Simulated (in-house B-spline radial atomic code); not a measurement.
## Ir⁷⁺: [Xe] 4f14 5d1 8s1 (an excited or competing configuration)

All numbers are computed (Dirac-Hartree-Fock, average of configuration; Fermi nucleus of rms radius 5.4032 fm) with a B-spline radial code for spherical atoms, not measured.

Effective charges: Z_r = [3n² - l(l+1)]/(2<r>) from the radius, Z_e = n√(-2ε) from the energy, and Slater's rules. Values are occupation-weighted means over j. An effective charge above Z reflects the relativistic contraction of the inner shells.

```csv
shell,electrons,ε (eV),<r> (bohr),Z_r,Z_e,Slater
1s,2,-76726,0.01744,86.01,75.10,76.70
2s,2,-13660,0.07292,82.28,63.37,72.85
2p,6,-11976,0.06576,76.04,59.34,72.85
3s,2,-3348.8,0.1895,71.23,47.07,65.75
3p,6,-2841.1,0.1901,65.77,43.35,65.75
3d,10,-2235.3,0.1734,60.57,38.45,55.85
4s,2,-839.78,0.4232,56.71,31.43,49.25
4p,6,-668.59,0.4484,51.30,28.04,49.25
4d,10,-443.67,0.478,43.94,22.84,37.85
5s,2,-225.22,0.9611,39.02,20.34,19.35
4f,14,-196.91,0.5245,34.32,15.22,26.45
5p,6,-173.75,1.072,34.04,17.87,19.35
5d,1,-114.84,1.313,26.27,14.53,9.00
8s,1,-31.271,5.268,18.22,12.13,8.00
```

The least bound orbital is 8s1/2 at -31.27 eV, and it is also the most diffuse (<r> = 5.268 bohr).

Spin-orbit splittings of the orbital energies (j = l + 1/2 above j = l - 1/2 when positive): 2p 1631 eV, 3p 362.3 eV, 3d 77.52 eV, 4p 86.65 eV, 4d 16.32 eV, 4f 3.298 eV, 5p 15.85 eV, 5d 1.957 eV.

For the 1s electron the small component carries 8.5 % of the norm, the zero-frequency Breit interaction raises the level by 277.9 eV, self-energy by 176 eV, and vacuum polarisation lowers it by 34.82 eV.

The density falls to 0.001 bohr⁻³ at 3.215 bohr; Σ<r²> = 52.346 bohr² gives, by the non-relativistic formula and without the paramagnetism of open shells, a Langevin diamagnetic susceptibility of -41.46×10⁻⁶ cm³/mol.
